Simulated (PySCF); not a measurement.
# How the method changes the shape and vibrations of AlB2H4

These are calculations, not measurements. They come from PySCF 2.14.0, an open-source quantum chemistry program, on an isolated molecule that a program drew, which may never have been made. The molecule is AlB2H4 (charge 0, doublet), drawn as the SMILES string `B[B][AlH2]`.

The geometry was optimised and harmonic frequencies were computed with HF and MP2, all in the cc-pV(D+d)Z basis, for the commonest isotopes, with a restricted reference for singlets and an unrestricted one otherwise, and a frozen core in MP2. Each result is a local minimum of its method.

Geometry at the HF minimum:
```xyz
7
AlB2H4, angstrom
B    -2.7290    0.2045   -0.1398
B    -1.1388    0.3063   -0.4829
Al    0.9153    0.4366   -0.9266
H    -3.3258   -0.8305   -0.2828
H    -3.3359    1.1621    0.2630
H     1.6720    1.8103   -0.7286
H     1.6832   -0.8405   -1.4541
```

Lengths of the bonds as drawn, in Å (atoms numbered as above):
```
bond,HF,MP2
B1-B2,1.630,1.622
B2-Al3,2.105,2.111
B1-H4,1.203,1.210
B1-H5,1.203,1.210
Al3-H6,1.581,1.580
Al3-H7,1.581,1.580
```

Rotational constants, in GHz:
```
constant     HF    MP2
       A  84.84  84.11
       B  3.475  3.478
       C  3.338  3.339
```

Harmonic frequencies in cm^-1, each column in rising order, so a row needn't be the same motion in every method:
| rank | HF | MP2 |
|---|---|---|
| 1 | 155 | 158 |
| 2 | 176 | 161 |
| 3 | 273 | 268 |
| 4 | 440 | ? |
| 5 | 464 | 454 |
| 6 | 609 | 586 |
| 7 | 690 | 638 |
| 8 | 830 | 791 |
| 9 | 928 | 859 |
| 10 | 1048 | 1039 |
| 11 | 1265 | 1206 |
| 12 | 1987 | 1969 |
| 13 | 1989 | 1978 |
| 14 | 2652 | 2604 |
| 15 | 2720 | 2682 |

**Estimate the missing MP2 frequency from the HF column.**

A single factor s that minimises the squared misfit of MP2 against s times HF over the other rows is sum(HF x MP2) / sum(HF^2) = 0.9810, with an rms misfit of 23 cm^-1. For rank 4 it gives 0.9810 x 440 = 432 cm^-1. The calculation gives 394 cm^-1, 38 cm^-1 below the estimate. The drawn bonds are on average 0.1 % longer in MP2 than in HF.
